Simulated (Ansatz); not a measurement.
Q: Name a neutral molecule of C, Cu, P, S and H with HOMO energy (B3LYP/def2-TZVPP) between -5.00 and -4.70 eV and HOMO–LUMO gap (B3LYP/def2-TZVPP) between 4.25 and 4.55 eV (Ansatz, PBE0-D4/def2-TZVP geometry).

A: `CC[P+](CC)(CC)[Cu-][S]C` (-4.74 eV, 4.34 eV). Other molecules can fit too; these were computed, each in one conformer that needn't be the lowest.

B3LYP here is the variant with VWN-RPA as its local correlation; programs differ in this.
